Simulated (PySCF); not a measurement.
Compound: C4H9F3N2.
Bonds: C1–N2, N2–N3, N3–C4, N3–C5, C5–C6, C6–F7, C6–F8, C6–F9. Hydrogens: H10, H11, H12 on C1; H13 on N2; H14, H15, H16 on C4; H17, H18 on C5.

The same species was optimised twice, with GFN2-xTB and with PBE0-D3(BJ)/def2-SVP (PySCF), and the same property calculations (PySCF, gas phase) were run on both structures.

| coordinate | GFN2-xTB | PBE0-D3(BJ)/def2-SVP | change |
| --- | --- | --- | --- |
| N2–N3 (Å) | 1.414 | 1.394 | -0.020 |
| N3–C5 (Å) | 1.448 | 1.437 | -0.011 |
| C5–C6 (Å) | 1.523 | 1.513 | -0.010 |
| N3–C4 (Å) | 1.450 | 1.443 | -0.007 |
| C6–F8 (Å) | 1.345 | 1.339 | -0.006 |
| C1–N2 (Å) | 1.448 | 1.443 | -0.005 |
| C6–F7 (Å) | 1.334 | 1.330 | -0.004 |
| C6–F9 (Å) | 1.343 | 1.341 | -0.002 |
| N2–N3–C5 (°) | 109.5 | 112.7 | +3.2 |
| C4–N3–C5 (°) | 113.6 | 115.1 | +1.5 |
| F8–C6–F9 (°) | 105.8 | 107.1 | +1.3 |
| C5–C6–F7 (°) | 113.1 | 112.0 | -1.1 |
| N3–C5–C6 (°) | 111.4 | 112.4 | +1.0 |
| F7–C6–F8 (°) | 106.8 | 107.7 | +0.9 |
| C1–N2–N3 (°) | 112.1 | 113.0 | +0.9 |
| C5–C6–F9 (°) | 113.2 | 112.4 | -0.8 |
| C1–N2–N3–C4 (°) | 87 | 85 | -2 |
| N2–N3–C5–C6 (°) | 150 | 136 | -14 |
| N3–C5–C6–F7 (°) | -45 | -60 | -15 |

Rotational constants: A = 2997, B = 918.7, C = 848.4 MHz (GFN2-xTB) against A = 2866, B = 953.9, C = 869.2 MHz (PBE0-D3(BJ)/def2-SVP). Point groups within 0.08 Å: C1 and C1.

On the GFN2-xTB structure: HOMO (eV) -6.95 [PBE0/pcSseg-1]; LUMO (eV) 1.25 [PBE0/pcSseg-1]; dipole (D) 3.28 [PBE0/pcSseg-1]; GIAO shielding of C1 (ppm) 147.6 [PBE0/pcSseg-1]; GIAO shielding of N2 (ppm) 148.9 [PBE0/pcSseg-1]; GIAO shielding of N3 (ppm) 175.2 [PBE0/pcSseg-1]; GIAO shielding of C4 (ppm) 145.2 [PBE0/pcSseg-1]; GIAO shielding of C5 (ppm) 118.0 [PBE0/pcSseg-1]; GIAO shielding of C6 (ppm) 53.0 [PBE0/pcSseg-1]; GIAO shielding of F7/F8/F9 (mean) (ppm) 255.7 [PBE0/pcSseg-1].

What do these properties become on the PBE0-D3(BJ)/def2-SVP structure?

| property | level | on GFN2-xTB | on PBE0-D3(BJ)/def2-SVP | change |
| --- | --- | --- | --- | --- |
| HOMO (eV) | PBE0/pcSseg-1 | -6.95 | -6.83 | +0.12 |
| LUMO (eV) | PBE0/pcSseg-1 | 1.25 | 1.27 | +0.02 |
| dipole (D) | PBE0/pcSseg-1 | 3.28 | 3.18 | -0.10 |
| energy, GFN2-xTB geometry as zero (kcal/mol) | PBE0/pcSseg-1 | 0.0 | -1.0 | -1.0 |
| GIAO shielding of C1 (ppm) | PBE0/pcSseg-1 | 147.6 | 146.8 | -0.8 |
| GIAO shielding of N2 (ppm) | PBE0/pcSseg-1 | 148.9 | 152.3 | +3.4 |
| GIAO shielding of N3 (ppm) | PBE0/pcSseg-1 | 175.2 | 187.8 | +12.6 |
| GIAO shielding of C4 (ppm) | PBE0/pcSseg-1 | 145.2 | 144.9 | -0.3 |
| GIAO shielding of C5 (ppm) | PBE0/pcSseg-1 | 118.0 | 119.3 | +1.3 |
| GIAO shielding of C6 (ppm) | PBE0/pcSseg-1 | 53.0 | 54.3 | +1.3 |
| GIAO shielding of F7/F8/F9 (mean) (ppm) | PBE0/pcSseg-1 | 255.7 | 265.2 | +9.5 |

The heavy atoms differ by 0.226 Å rms after alignment. Among bonds between heavy atoms N2–N3 changes most (-0.020 Å). Changes are differences of the printed values. Neither structure is proved a minimum here.

Shape of the structure used: `[CH3:1][NH:2][N:3]([CH3:4])[CH2:5][C:6]([F:7])([F:8])[F:9]`: C1–N2–N3–C4 85°, N2–N3–C5–C6 136°, N3–C5–C6–F7 -60°.
